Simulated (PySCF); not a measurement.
Two species compared at the same levels of theory.

First species: C5H5F3NP.
InChI=1S/C5H5F3NP/c6-5(7,8)4-10-3-1-2-9/h4H,1,3H2

Second species: C2H7NO4S2.
Numbering: `[CH3:1][S:2](=[O:3])(=[O:4])[NH:5][S:6]([CH3:7])(=[O:8])=[O:9]` (hydrogens: H10, H11, H12 on C1; H13 on N5; H14, H15, H16 on C7)

Levels: PBE0/pcSseg-1 for dipole moment, HOMO energy, LUMO energy and HOMO–LUMO gap; GFN2-xTB for rotational constant A and rotational constant C. Geometries: GFN2-xTB. All species are isolated and taken at one optimised geometry, non-relativistic unless stated. Electronic properties by PySCF.

The conformers computed, where there is a choice (atom-mapped SMILES and torsion angles):
- `[N:1]#[C:2][CH2:3][CH2:4]/[P:5]=[CH:6]\[C:7]([F:8])([F:9])[F:10]`: C2–C3–C4–P5 61°, C3–C4–P5–C6 -173°, P5–C6–C7–F8 -56°
- `[CH3:1][S:2](=[O:3])(=[O:4])[NH:5][S:6]([CH3:7])(=[O:8])=[O:9]`: C1–S2–N5–S6 79°, S2–N5–S6–C7 72°

```csv
property,column X,column Y
dipole moment,0.50 D,3.33 D
HOMO energy,-9.07 eV,-8.44 eV
LUMO energy,0.70 eV,-2.81 eV
HOMO–LUMO gap,9.77 eV,5.63 eV
rotational constant A,2.378 GHz,2.465 GHz
rotational constant C,0.883 GHz,0.547 GHz
```

(1) Which column belongs to which species?

(2) How does each property change from the first species to the second?

Answers

(1) Column X is the second species and column Y the first. The first has 15 atoms and 84 electrons, the second 16 and 90.

(2) dipole moment -2.83 D; HOMO energy -0.63 eV; LUMO energy +3.51 eV; HOMO–LUMO gap +4.14 eV; rotational constant A -0.087 GHz; rotational constant C +0.336 GHz.

On the first: In atomic units the dipole is 1.31 e·bohr (1 au = 2.5417 D).

On the second: The dipole equals about 1.7 × 10⁻³⁰ C·m (1 D = 3.33564 × 10⁻³⁰ C·m).
